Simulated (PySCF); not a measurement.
## Ho⁵²⁺: ionisation energy

Ho⁵²⁺ [Ne] 3s2 3p3 [3p1/2^2 3p3/2^1, M_J = 3/2] → Ho⁵³⁺ [Ne] 3s2 3p2 [3p1/2^2, M_J = 0], as a difference of total energies. All numbers are calculated (PySCF 2.14, the two-component X2C-1e Hamiltonian, in an uncontracted even-tempered set (18 s from 14 bohr⁻², ratio 2.4; 14 p from 18 bohr⁻², ratio 2.4; 4 d from 65 bohr⁻², ratio 2.6; 4 f from 97 bohr⁻², ratio 2.6)). Correlated levels: 1s2 frozen; the 54 highest virtual spinors dropped. "Screened" scales the spin-orbit matrix elements by Boettger's factors to mimic the two-electron term; Breit and QED terms are absent.

| method | ionisation energy (eV) |
| --- | --- |
| GHF (spin-free) | 4887.0 |
| GMP2 (spin-free) | 4887.4 |
| GHF (screened spin-orbit) | 4804.8 |
| GMP2 (screened spin-orbit) | 4805.2 |

Breit and QED terms and the two-electron picture change are absent.

The spin-free rows relax to the high-spin LS determinant and lack the spin-orbit shift.

The labels give the starting determinants; with spin-orbit coupling the two ends relaxed to ⟨J²⟩ = 3.75, ⟨L²⟩ = 2.53, ⟨S²⟩ = 1.51 and ⟨J²⟩ = 0.00, ⟨L²⟩ = 1.35, ⟨S²⟩ = 1.35.

For comparison: 4802 ± 4 eV (theoretical estimate listed by NIST; NIST Atomic Spectra Database, ionization energies).
